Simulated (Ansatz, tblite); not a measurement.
Forces on the cluster Hf₃Si₂ at its PBE-D4/def2-SVP geometry. Total charge 0; singlet.

In the def2 sets Hf takes a core potential; there is no spin–orbit coupling. The xTB rows come from tblite. At PBE0-D4/def2-TZVP the restricted singlet is unstable: a solution with broken spin symmetry lies lower. The geometry of the singlet was relaxed on an unsound state (restricted singlet, unstable towards broken spin symmetry at other levels and untested here). At PBE0-D4/def2-TZVP a triplet of charge 0 lies 0.38 eV below the restricted singlet, each at its own geometry. The structure comes from a short search, and lower isomers may exist.

GFN2-xTB (tblite), largest force 4.27 eV/Å:

```xyz
5
positions Å, forces eV/Å
Hf   -0.368   -0.794   -1.413   -1.824   -1.462   -2.398
Hf   -0.967    0.567    1.227   -2.234    0.773    1.832
Hf    1.576    0.268    0.220    4.050    0.919    0.993
Si    0.046   -1.771    0.923    0.100   -1.128    0.331
Si   -0.287    1.729   -0.957   -0.093    0.898   -0.757
```

PBE0-D4/def2-TZVP (Ansatz), largest force 0.46 eV/Å:

```
Hf 0.129 0.218 0.383
Hf 0.286 -0.145 -0.323
Hf -0.343 -0.059 -0.049
Si -0.057 0.217 -0.126
Si -0.015 -0.231 0.115
```
